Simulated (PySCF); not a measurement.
# Low-lying terms of Ar (argon, neutral)

Ground state [Ar], ¹S. All numbers are calculated (PySCF 2.14, the non-relativistic Hamiltonian (point nucleus), in aug-cc-pV(D+d)Z with one added diffuse shell each of s, p, d type (6s5p4d, 41 functions)). Vertical excitation energies in eV without spin-orbit coupling; excited terms of each kind are numbered among those the solver found. Frozen: [Ne].

```csv
term,leading excitation,EOM-EE-CCSD
1 3P°,3p → s,11.387
1 1P°,3p → s,11.595
1 3S,3p → p,12.649
1 3D,3p → p,12.900
1 1D,3p → p,12.958
1 3P,3p → p,13.026
1 1P,3p → p,13.029
1 1S,3p → p,13.202
2 3P°,3p → d,14.587
2 3S,3p → p,14.981
1 3F°,3p → d,14.996
1 1F°,3p → d,15.330
2 1D,3p → p,15.408
1 1D°,3p → d,15.486
```

The solver can miss terms. Rydberg members are limited by the diffuse functions of the basis.
